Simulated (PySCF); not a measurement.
Zn⁺ (zinc, charge +1) across methods

[Ar] 3d9 4s2, 2D determinant (an excited configuration). Calculation: PySCF 2.14, in x2c-QZVPPall; the spin-free X2C one-electron Hamiltonian (Gaussian nucleus).

```
method  E (hartree)  mean ε 3d β (eV)  mean ε 4s α (eV)  mean ε 4s β (eV)  Σ⟨r²⟩ (bohr²)   ⟨S²⟩
   LDA    -1792.322           -26.034           -16.297           -16.089          25.13  0.750
r2SCAN    -1795.306           -26.287           -16.256           -16.030          25.17  0.751
   UHF  -1793.78150           -37.409           -18.647           -18.395          25.73  0.751
  MN15    -1796.542           -30.301           -17.617           -17.461          25.53  0.751
revPBE    -1795.242           -25.703           -15.891           -15.676          25.30  0.751
   PBE    -1795.082           -25.769           -15.993           -15.777          25.27  0.751
  TPSS    -1795.342           -25.801           -15.962           -15.736          25.24  0.751
  PBE0    -1795.090           -28.895           -16.865           -16.647          25.26  0.751
```
